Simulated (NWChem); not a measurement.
Species: AlGeH3Cl2; SMILES [Cl][Al]([Cl])[GeH3]

All runs: NWChem. Pople sets run with spherical d functions. Structure relaxed at the PBE0/def2-SVP level. Total energies compare along this basis series because the functional is fixed.

```json
[
 {"level": "B3LYP/STO-3G", "basis functions": "48", "energy (Ha)": "-3204.9184", "highest occupied level (eV)": "-5.52", "orbital gap (eV)": "7.60", "dipole (D)": "2.70", "relative time": "1"},
 {"level": "B3LYP/3-21G", "basis functions": "67", "energy (Ha)": "-3226.0123", "highest occupied level (eV)": "-8.29", "orbital gap (eV)": "6.01", "dipole (D)": "2.65", "relative time": "1"},
 {"level": "B3LYP/6-31G*", "basis functions": "92", "energy (Ha)": "-3241.5311", "highest occupied level (eV)": "-8.08", "orbital gap (eV)": "6.15", "dipole (D)": "1.85", "relative time": "6"},
 {"level": "B3LYP/6-311G**", "basis functions": "140", "energy (Ha)": "-3241.8680", "highest occupied level (eV)": "-8.24", "orbital gap (eV)": "6.10", "dipole (D)": "1.92", "relative time": "7"}
]
```

Relative times are rough (shared machine, one core).
